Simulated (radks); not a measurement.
Problem. The mean radii <r> (bohr) of the occupied orbitals of an atom or ion are listed with their occupations. All-electron calculation, Dirac Kohn-Sham, exchange-only PBE, spin-unpolarised, spherical densities, finite nucleus; Fermi nuclear charge, rms radius of each element as measured or else 0.836 A^(1/3) + 0.57 fm. Program: a radial shooting solver on a logarithmic mesh with Libxc functionals.

orbital  occ.      <r>
1s1/2       2  0.01687
2s1/2       2  0.07047
2p1/2       2  0.05798
2p3/2       4  0.06653
3s1/2       2   0.1833
3p1/2       2   0.1736
3p3/2       4   0.1893
3d3/2       4   0.1648
3d5/2       6   0.1696
4s1/2       2   0.4070
4p1/2       2   0.4094
4p3/2       4   0.4434
4d3/2       4   0.4519
4d5/2       6   0.4630
5s1/2       2   0.9219
4f5/2       6   0.4945
4f7/2       8   0.5014
5p1/2       2   0.9915
5p3/2       4    1.082
5d3/2     2.8    1.368
5d5/2     4.2    1.408

Name the element and its charge. Open shells, if any, are shared by 2j + 1.

Solution. Z = 79, gold, charge +4: Au4+ in [Xe] 4f14 5d7. The 1s radius gives Z: for a bare nucleus <r> = (2 gamma + 1)/(2Z) with gamma = sqrt(1 - (Z/c)^2), 0.01667 bohr for Z = 79, and screening makes it slightly larger (0.01687 here). The occupations add up to 75, and the charge is Z minus that.
